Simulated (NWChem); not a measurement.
System: C2H3BF2; SMILES FB(C=C)F

The following NWChem deck was run.

```
start job
memory heap 200 mb stack 900 mb global 1100 mb
geometry units angstroms
  B     -0.030362     0.509689     0.000000
  F     -0.767527     1.615600     0.000000
  F      1.291122     0.669402     0.000000
  C     -0.673841    -0.896910     0.000000
  C      0.073383    -2.010834     0.000000
  H     -1.759625    -0.988868     0.000000
  H     -0.359894    -3.009154     0.000000
  H      1.160289    -1.961524     0.000000
end
basis spherical
  B library 3-21g
  F library 3-21g
  C library 3-21g
  H library 3-21g
end
dft
  xc hfexch
  iterations 150
end
driver
  maxiter 120
end
task dft optimize
task dft freq
```

NWChem printed, in part:

```
             Northwest Computational Chemistry Package (NWChem) 7.3.0
             --------------------------------------------------------

 CS  symmetry detected

                             Geometry "geometry" -> ""
                             -------------------------

 Output coordinates in angstroms (scale by  1.889725989 to convert to a.u.)

  No.       Tag          Charge          X              Y              Z
 ---- ---------------- ---------- -------------- -------------- --------------
    1 B                    5.0000    -0.02099553     0.51785006     0.00000000
    2 F                    9.0000    -0.73811121     1.63686591     0.00000000
    3 F                    9.0000     1.30315206     0.65372267     0.00000000
    4 C                    6.0000    -0.68971834    -0.87692439     0.00000000
    5 C                    6.0000     0.03731030    -2.00413322     0.00000000
    6 H                    1.0000    -1.77698319    -0.94930055     0.00000000
    7 H                    1.0000    -0.41388706    -2.99448302     0.00000000
    8 H                    1.0000     1.12492841    -1.97441835     0.00000000

 Effective nuclear repulsion energy (a.u.)     150.6613728182

      Symmetry information
      --------------------

 Group name             Cs
 Group number              2
 Group order               2
 No. of unique centers     8

                                Z-matrix (autoz)
                                --------

 Units are Angstrom for bonds and degrees for angles

      Type          Name      I     J     K     L     M      Value
      ----------- --------  ----- ----- ----- ----- ----- ----------
    1 Stretch                  1     2                       1.32908
    2 Stretch                  1     3                       1.33110
    3 Stretch                  1     4                       1.54680
    4 Stretch                  4     5                       1.34133
    5 Stretch                  4     6                       1.08967
    6 Stretch                  5     7                       1.08829
    7 Stretch                  5     8                       1.08802
    8 Bend                     1     4     5               121.56341
    9 Bend                     1     4     6               119.42373
   10 Bend                     2     1     3               116.79488
   11 Bend                     2     1     4               121.73110
   12 Bend                     3     1     4               121.47402
   13 Bend                     4     5     7               122.68502
   14 Bend                     4     5     8               121.25627
   15 Bend                     5     4     6               119.01286
   16 Bend                     7     5     8               116.05871
   17 Torsion                  1     4     5     7         180.00000
   18 Torsion                  1     4     5     8           0.00000
   19 Torsion                  2     1     4     5         180.00000
   20 Torsion                  2     1     4     6           0.00000
   21 Torsion                  3     1     4     5           0.00000
   22 Torsion                  3     1     4     6         180.00000
   23 Torsion                  6     4     5     7          -0.00000
   24 Torsion                  6     4     5     8         180.00000

  xc_inp: hfexch multiplicative factor not found.

                           NWChem Geometry Optimization
                           ----------------------------

 maximum gradient threshold         (gmax) =   0.000450
 rms gradient threshold             (grms) =   0.000300
 maximum cartesian step threshold   (xmax) =   0.001800
 rms cartesian step threshold       (xrms) =   0.001200
 fixed trust radius                (trust) =   0.300000
 source of zmatrix                         =   autoz

          -------------------
          Energy Minimization
          -------------------

 Using diagonal initial Hessian
 Scaling for Hessian diagonals: bonds = 1.00  angles = 0.25  torsions = 0.10

          --------
          Step   0

                                 NWChem DFT Module
                                 -----------------

 Summary of "ao basis" -> "ao basis" (spherical)
 ------------------------------------------------------------------------------
       Tag                 Description            Shells   Functions and Types
 ---------------- ------------------------------  ------  ---------------------
 B                           3-21g                   5        9   3s2p
 F                           3-21g                   5        9   3s2p
 C                           3-21g                   5        9   3s2p
 H                           3-21g                   2        2   2s

      Symmetry analysis of basis
      --------------------------

        a'         41
        a"         10

            General Information
            -------------------
          SCF calculation type: DFT
          Wavefunction type:  closed shell.
          No. of atoms     :     8
          No. of electrons :    38
           Alpha electrons :    19
            Beta electrons :    19
          Charge           :     0
          Spin multiplicity:     1
          Use of symmetry is: on ; symmetry adaption is: on
          Maximum number of iterations: 150
          AO basis - number of functions:    51
                     number of shells:    31
          Convergence on energy requested:  1.00D-06
          Convergence on density requested:  1.00D-05
          Convergence on gradient requested:  5.00D-04

              XC Information
              --------------
                     Hartree-Fock (Exact) Exchange  1.000

      Superposition of Atomic Density Guess
      -------------------------------------

 Sum of atomic energies:        -298.52703981

      Non-variational initial energy
      ------------------------------

 Total energy =    -300.423295
 1-e energy   =    -710.432881
 2-e energy   =     259.348214
 HOMO         =      -0.336797
 LUMO         =      -0.019184

      Symmetry analysis of molecular orbitals - initial
      -------------------------------------------------

  Numbering of irreducible representations:

     1 a'          2 a"

  Orbital symmetries:

     1 a'          2 a'          3 a'          4 a'          5 a'
     6 a'          7 a'          8 a'          9 a'         10 a'
    11 a'         12 a'         13 a"         14 a"         15 a'
    16 a'         17 a'         18 a'         19 a"         20 a"
    21 a"         22 a'         23 a'         24 a'         25 a'
    26 a'         27 a'         28 a'         29 a"

   convergence    iter        energy       DeltaE   RMS-Dens  Diis-err
 ---------------- ----- ----------------- --------- --------- ---------
 d= 0,ls=0.0,diis     1   -299.4804947313 -4.50D+02  1.19D-02  4.75D-01
 d= 0,ls=0.0,diis     2   -299.5352948916 -5.48D-02  2.99D-03  1.21D-01
 d= 0,ls=0.0,diis     3   -299.5436944919 -8.40D-03  1.15D-03  3.22D-03
 d= 0,ls=0.0,diis     4   -299.5442460147 -5.52D-04  2.15D-04  7.85D-05
 d= 0,ls=0.0,diis     5   -299.5442614213 -1.54D-05  6.02D-05  1.10D-05
  Resetting Diis
 d= 0,ls=0.0,diis     6   -299.5442630595 -1.64D-06  2.15D-05  6.02D-07
 d= 0,ls=0.0,diis     7   -299.5442632134 -1.54D-07  4.57D-06  5.20D-08

         Total DFT energy =     -299.544263213390
      One electron energy =     -712.747492700519
           Coulomb energy =      297.997707640494
    Exchange-Corr. energy =      -35.455850971529
 Nuclear repulsion energy =      150.661372818164

 Numeric. integr. density =        0.000000000000

                  Occupations of the irreducible representations
                  ----------------------------------------------

                     irrep           alpha         beta
                     --------     --------     --------
                     a'               16.0         16.0
                     a"                3.0          3.0

                       DFT Final Molecular Orbital Analysis
                       ------------------------------------

 Vector   17  Occ=2.000000D+00  E=-5.833891D-01  Symmetry=a'
              MO Center= -3.1D-01, -8.5D-01,  1.7D-15, r^2= 2.9D+00
   Bfn.  Coefficient  Atom+Function         Bfn.  Coefficient  Atom+Function
  ----- ------------  ---------------      ----- ------------  ---------------
    39      0.271229  5 C  px                31      0.267026  4 C  py
    33      0.214777  4 C  s                 17      0.212804  2 F  py
    43      0.204459  5 C  px                35      0.191007  4 C  py
    13      0.187781  2 F  py                30     -0.179112  4 C  px
    40     -0.175119  5 C  py                50      0.164411  8 H  s

[...]

      ----------------------
      Optimization converged
      ----------------------

  Step       Energy      Delta E   Gmax     Grms     Xrms     Xmax
  ---- ---------------- -------- -------- -------- -------- --------
@    5    -299.54561811 -8.4D-08  0.00002  0.00001  0.00045  0.00111
                                     ok       ok       ok       ok

                                Z-matrix (autoz)
                                --------

 Units are Angstrom for bonds and degrees for angles

      Type          Name      I     J     K     L     M      Value     Gradient
      ----------- --------  ----- ----- ----- ----- ----- ---------- ----------
    1 Stretch                  1     2                       1.34328   -0.00001
    2 Stretch                  1     3                       1.34678    0.00000
    3 Stretch                  1     4                       1.53913   -0.00002
    4 Stretch                  4     5                       1.32490   -0.00001
    5 Stretch                  4     6                       1.07535    0.00000
    6 Stretch                  5     7                       1.07354    0.00000
    7 Stretch                  5     8                       1.07413    0.00000
    8 Bend                     1     4     5               120.63598    0.00000
    9 Bend                     1     4     6               119.51309   -0.00000
   10 Bend                     2     1     3               115.36592   -0.00000
   11 Bend                     2     1     4               123.07442    0.00000
   12 Bend                     3     1     4               121.55966    0.00000
   13 Bend                     4     5     7               122.43876    0.00000
   14 Bend                     4     5     8               121.36137   -0.00000
   15 Bend                     5     4     6               119.85093   -0.00000
   16 Bend                     7     5     8               116.19988    0.00000
   17 Torsion                  1     4     5     7         180.00000    0.00000
   18 Torsion                  1     4     5     8           0.00000    0.00000
   19 Torsion                  2     1     4     5         180.00000    0.00000
   20 Torsion                  2     1     4     6           0.00000    0.00000
   21 Torsion                  3     1     4     5           0.00000    0.00000
   22 Torsion                  3     1     4     6         180.00000    0.00000
   23 Torsion                  6     4     5     7          -0.00000    0.00000
   24 Torsion                  6     4     5     8         180.00000    0.00000

                         Geometry "geometry" -> "geometry"
                         ---------------------------------

 Output coordinates in angstroms (scale by  1.889725989 to convert to a.u.)

  No.       Tag          Charge          X              Y              Z
 ---- ---------------- ---------- -------------- -------------- --------------
    1 B                    5.0000    -0.03058950     0.49687115     0.00000000
    2 F                    9.0000    -0.72645443     1.64585835     0.00000000
    3 F                    9.0000     1.30921163     0.63378001     0.00000000
    4 C                    6.0000    -0.69865228    -0.88970693     0.00000000
    5 C                    6.0000     0.03528761    -1.99274848     0.00000000
    6 H                    1.0000    -1.77165263    -0.96074986     0.00000000
    7 H                    1.0000    -0.40002854    -2.97406330     0.00000000
    8 H                    1.0000     1.10857359    -1.95006184     0.00000000

 Effective nuclear repulsion energy (a.u.)     150.7208825342

      Symmetry information
      --------------------

 Group name             Cs
 Group number              2
 Group order               2
 No. of unique centers     8

                Final and change from initial internal coordinates
                --------------------------------------------------

                                Z-matrix (autoz)
                                --------

 Units are Angstrom for bonds and degrees for angles

[...]

 Rotational Constants
 --------------------
 A=   0.318085 cm-1  (  0.457643 K)
 B=   0.127958 cm-1  (  0.184099 K)
 C=   0.091250 cm-1  (  0.131286 K)

 Temperature                      =   298.15K
 frequency scaling parameter      =   1.0000

 Zero-Point correction to Energy  =   35.642 kcal/mol  (  0.056800 au)
 Thermal correction to Energy     =   38.752 kcal/mol  (  0.061755 au)
 Thermal correction to Enthalpy   =   39.344 kcal/mol  (  0.062698 au)

 Total Entropy                    =   72.011 cal/mol-K
   - Translational                =   38.884 cal/mol-K (mol. weight =  76.0296)
   - Rotational                   =   25.566 cal/mol-K (symmetry #  =        1)
   - Vibrational                  =    7.562 cal/mol-K

 Cv (constant volume heat capacity) =   15.682 cal/mol-K
   - Translational                  =    2.979 cal/mol-K
   - Rotational                     =    2.979 cal/mol-K
   - Vibrational                    =    9.723 cal/mol-K

[normal modes left out]

 ----------------------------------------------------------------------------
 Normal Eigenvalue ||           Projected Infra Red Intensities
  Mode   [cm**-1]  || [atomic units] [(debye/angs)**2] [(KM/mol)] [arbitrary]
 ------ ---------- || -------------- ----------------- ---------- -----------
    1       -0.000 ||    0.000065           0.001         0.063       0.014
    2       -0.000 ||    0.001343           0.031         1.309       0.291
    3       -0.000 ||    0.001981           0.046         1.931       0.428
    4       -0.000 ||    0.000104           0.002         0.101       0.022
    5       -0.000 ||    0.000529           0.012         0.515       0.114
    6        0.000 ||    0.000324           0.007         0.316       0.070
    7      127.170 ||    0.000015           0.000         0.015       0.003
    8      216.550 ||    0.001217           0.028         1.186       0.263
    9      450.387 ||    0.016066           0.371        15.662       3.475
   10      481.578 ||    0.005995           0.138         5.844       1.297
   11      566.026 ||    0.011893           0.274        11.594       2.573
   12      804.920 ||    0.142073           3.278       138.500      30.734
   13      827.490 ||    0.003357           0.077         3.273       0.726
   14     1157.524 ||    0.012839           0.296        12.517       2.778
   15     1163.703 ||    0.069847           1.611        68.091      15.110
   16     1206.385 ||    0.012198           0.281        11.891       2.639
   17     1407.350 ||    0.221717           5.115       216.141      47.963
   18     1474.227 ||    0.120557           2.781       117.525      26.080
   19     1568.938 ||    0.192438           4.440       187.598      41.629
   20     1622.268 ||    0.183900           4.243       179.275      39.782
   21     1820.273 ||    0.092590           2.136        90.261      20.029
   22     3315.427 ||    0.009250           0.213         9.017       2.001
   23     3337.870 ||    0.001997           0.046         1.946       0.432
   24     3396.086 ||    0.007146           0.165         6.966       1.546
 ----------------------------------------------------------------------------
```

Level: Hartree-Fock/3-21G.
